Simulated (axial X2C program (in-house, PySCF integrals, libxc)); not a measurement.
Potential curves of AlI⁺, 2c

Computed with an in-house all-electron X2C program for linear molecules (integrals from PySCF). Two-component (2c) means X2C with spin–orbit coupling and atomic mean-field two-electron Coulomb and Gaunt terms. Basis: I dyall-v3z [11s12p8d1f], Al dyall-v3z [8s8p2d1f] (cores contracted in-house); Gaussian nuclei, density fitting, unrestricted open shells. Masses: I 126.904 u, Al 26.982 u.

State: Ω = 1/2 (⟨Sz⟩ = 0.48, ⟨Lz⟩ = 0.02 at TPSS). Energies in eV from the fragments at the same level (I + Al+). Fits are polynomials in 1 − R0/R over 0.85 to 1.23 times the lowest point R0.

| R (Å) | TPSS |
| --- | --- |
| 2.1211 | -0.4924 |
| 2.2186 | -0.9782 |
| 2.2917 | -1.1802 |
| 2.3649 | -1.2808 |
| 2.4380 | -1.3063 |
| 2.5233 | -1.2706 |
| 2.6087 | -1.1883 |
| 2.7184 | -1.0488 |
| 2.8525 | -0.8669 |
| 3.0475 | -0.6406 |

The state is one determinant whose occupation by symmetry is held fixed; it was picked as the lowest of a PBE0 search that is not exhaustive. De is counted from the lowest determinant-based energies of the atoms at the same level, without counterpoise correction. Density functionals use the spin component along the axis (collinear). The functionals have no current-density term, which raises determinants with orbital currents, atoms included.

**Question.** What are Re, ωe and De at the TPSS level?

**Answer.** At TPSS, 2c: Re = 2.432 Å, ωe ≈ 353 cm⁻¹, De = 1.31 eV to I + Al+; Be follows as 0.128 cm⁻¹.
